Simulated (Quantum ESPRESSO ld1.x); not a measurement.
The run below uses ld1.x (Quantum ESPRESSO 7.5).

```
 &input
    zed=15.0,
    iswitch=1,
    rel=1,
    dft='RXC-VWN',
    config='[Ne] 3s2 3p2 4s0 3d0 4p0',
    prefix='ld1',
    max_out_wfc=37,
    file_charge='ld1.rho',
 /
```

Command: `OMP_NUM_THREADS=1 ld1.x < ld1.in > ld1.out`

It prints:

```
     Program LD1 v.7.5 starts

     --------------------------- All-electron run ----------------------------

     scalar relativistic calculation

     atomic number is 15.00
     dft =RXC-VWN   lsd =0 sic =0 latt =0  beta=0.20 tr2=1.0E-14
     Exchange-correlation= RXC-VWN
                           (   3   2   0   0   0   0   0)
     mesh =1915 r(mesh) =  99.87804 a.u. xmin = -8.00 dx = 0.00800
     1 Ry =  13.60569312 eV, c = 137.03599908

     n l     nl                  e(Ry)          e(Ha)          e(eV)
     1 0     1S 1( 2.00)      -153.1481       -76.5740     -2083.6857
     2 0     2S 1( 2.00)       -13.4935        -6.7467      -183.5880
     2 1     2P 1( 6.00)        -9.9317        -4.9658      -135.1275
     3 0     3S 1( 2.00)        -1.7132        -0.8566       -23.3096
     3 1     3P 1( 2.00)        -1.0513        -0.5256       -14.3031
     4 0     4S 1( 0.00)        -0.3593        -0.1796        -4.8880
     3 2     3D 1( 0.00)        -0.2882        -0.1441        -3.9212
     4 1     4P 1( 0.00)        -0.2291        -0.1146        -3.1176

     final scf error:  4.5E-15 reached in  24 iterations

     Etot =    -680.539269 Ry,    -340.269635 Ha,   -9259.208454 eV

     Ekin =     681.447036 Ry,     340.723518 Ha,    9271.559246 eV
     Encl =   -1614.887420 Ry,    -807.443710 Ha,  -21971.662668 eV
     Eh   =     295.685385 Ry,     147.842693 Ha,    4023.004612 eV
     Exc  =     -42.784270 Ry,     -21.392135 Ha,    -582.109644 eV

     normalization and overlap integrals

     s(1S/1S) =  1.000000  <r> =   0.1040  <r2> =    0.0146  r(max) =   0.0677
     s(1S/2S) = -0.000913
     s(1S/3S) = -0.000284
     s(1S/4S) = -0.000111
     s(2S/2S) =  1.000000  <r> =   0.5221  <r2> =    0.3252  r(max) =   0.4198
     s(2S/3S) = -0.000144
     s(2S/4S) = -0.000056
     s(2P/2P) =  1.000000  <r> =   0.4860  <r2> =    0.2968  r(max) =   0.3549
     s(2P/3P) = -0.000104
     s(2P/4P) = -0.000039
     s(3S/3S) =  1.000000  <r> =   1.8188  <r2> =    3.8237  r(max) =   1.5464
     s(3S/4S) = -0.000026
     s(3P/3P) =  1.000000  <r> =   2.1333  <r2> =    5.3535  r(max) =   1.7436
     s(3P/4P) = -0.000018
     s(4S/4S) =  1.000000  <r> =   5.0485  <r2> =   28.9671  r(max) =   4.4815
     s(3D/3D) =  1.000000  <r> =   3.7038  <r2> =   16.8825  r(max) =   2.8178
     s(4P/4P) =  1.000000  <r> =   6.4119  <r2> =   47.1106  r(max) =   5.6066

     ------------------------ End of All-electron run ------------------------
```

Run on one thread of a shared host, so times are rough (Intel(R) Xeon(R) Processor @ 2.60GHz): 0.49 s of CPU time, 1.2 s wall, 24 iterations on 1915 mesh points.
